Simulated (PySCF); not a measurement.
## Electron correlation in Br⁺ (bromine, charge +1)

[Ar] 3d10 4s2 4p4, high-spin 3P determinant. All numbers are calculated (PySCF 2.14, a scalar-relativistic core potential, in aug-cc-pVTZ-PP with one added diffuse shell each of s, d, f type with ECP10MDF (7s5p5d3f, 68 functions)). Frozen: 3s2 3p6 3d10; 6 electrons correlated.

```tsv
level	correlation energy (mhartree)
CCSD	-124.92
(T)	-3.37
CCSD(T)	-128.29
```

Diagnostics: T1 = 0.0072, D1 = 0.0226, largest double amplitude 0.029.

Cost of the coupled-cluster step: roughly 5 core-seconds, for 6 correlated electrons.

Iterations:

```
CC2 = 0
CCSD nocc = (np.int64(4), np.int64(2)), nmo = (59, 59)
frozen orbitals [[0, 1, 2, 3, 4, 5, 6, 7, 8], [0, 1, 2, 3, 4, 5, 6, 7, 8]]
max_cycle = 100
direct = 0
conv_tol = 1e-08
conv_tol_normt = 1e-06
diis_space = 8
diis_start_cycle = 0
Init t2, MP2 energy = -0.105790856187586
Init E_corr(UCCSD) = -0.105790856188239
cycle = 1  E_corr(UCCSD) = -0.120594893204383  dE = -0.014804037  norm(t1,t2) = 0.0374808
cycle = 2  E_corr(UCCSD) = -0.123652975867239  dE = -0.00305808266  norm(t1,t2) = 0.0117891
cycle = 3  E_corr(UCCSD) = -0.124964021115676  dE = -0.00131104525  norm(t1,t2) = 0.00456054
cycle = 4  E_corr(UCCSD) = -0.124920596389717  dE = 4.3424726e-05  norm(t1,t2) = 0.000547722
cycle = 5  E_corr(UCCSD) = -0.12492090956182  dE = -3.13172104e-07  norm(t1,t2) = 9.59064e-05
cycle = 6  E_corr(UCCSD) = -0.124921627264343  dE = -7.17702523e-07  norm(t1,t2) = 2.72714e-05
cycle = 7  E_corr(UCCSD) = -0.124921631192377  dE = -3.92803344e-09  norm(t1,t2) = 8.21358e-06
cycle = 8  E_corr(UCCSD) = -0.12492163258309  dE = -1.39071323e-09  norm(t1,t2) = 2.05286e-06
cycle = 9  E_corr(UCCSD) = -0.124921621299364  dE = 1.12837258e-08  norm(t1,t2) = 4.725e-07
cycle = 10  E_corr(UCCSD) = -0.124921619848771  dE = 1.45059326e-09  norm(t1,t2) = 1.07776e-07
UCCSD converged
E(UCCSD) = -415.2228863462208  E_corr = -0.1249216198487707
UCCSD(T) correction = -0.00337425588599718
```
